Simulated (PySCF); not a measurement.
## Energy of As (arsenic, neutral) between two integer charges

The 4p alpha orbital of [Ar] 3d10 4s2 4p3 is emptied in steps (occupation f), with all orbitals relaxed, ending at [Ar] 3d10 4s2 4p2. Computed with PySCF 2.14 in x2c-TZVPall, with scalar relativity by spin-free X2C-1e. The exact energy is a straight line in f; departures are measured from the line between the end points of the same method.

| f | UHF (eV) | LDA (eV) | PBE (eV) | PBE0 (eV) | r2SCAN (eV) | LC-wPBE (eV) | BHandHLYP (eV) | wB97X (eV) | CAM-B3LYP (eV) | TPSS (eV) |
| --- | --- | --- | --- | --- | --- | --- | --- | --- | --- | --- |
| 1 | 0.000 | 0.000 | 0.000 | 0.000 | 0.000 | 0.000 | 0.000 | 0.000 | 0.000 | 0.000 |
| 0.75 | 0.110 | -0.772 | -0.752 | -0.537 | -0.705 | -0.043 | -0.337 | -0.091 | -0.307 | -0.733 |
| 0.5 | 0.144 | -1.035 | -1.005 | -0.714 | -0.932 | -0.053 | -0.449 | -0.122 | -0.410 | -0.979 |
| 0.25 | 0.106 | -0.780 | -0.754 | -0.533 | -0.691 | -0.036 | -0.337 | -0.093 | -0.308 | -0.732 |
| 0 | 0.000 | 0.000 | 0.000 | 0.000 | 0.000 | 0.000 | 0.000 | 0.000 | 0.000 | 0.000 |

Problem. For TPSS, how does the orbital energy at f = 1 compare with the removal energy?

Solution. −ε = 6.005 eV against a total-energy difference of 9.905 eV. By Janak's theorem ε = ∂E/∂f, so the gap between them reflects the curvature. Along the path −ε is 7.943 (f = 0.75), 9.906 (f = 0.5), 11.871 (f = 0.25) eV.

```tsv
method	E(f=0) − E(f=1) (eV)	−ε at f=1 (eV)	−ε at f=0.5 (eV)
UHF	9.436	10.038	9.423
LDA	10.044	5.955	10.021
PBE	9.898	5.903	9.893
PBE0	9.961	7.098	9.970
r2SCAN	10.113	6.334	10.155
LC-wPBE	10.003	9.765	10.019
BHandHLYP	9.747	7.954	9.747
wB97X	9.702	9.217	9.696
CAM-B3LYP	9.854	8.219	9.853
TPSS	9.905	6.005	9.906
```

Reference removal energy between the ground levels: 9.789 eV (measured; NIST Atomic Spectra Database, ionization energies). The calculation has no spin-orbit coupling. UHF lacks correlation.
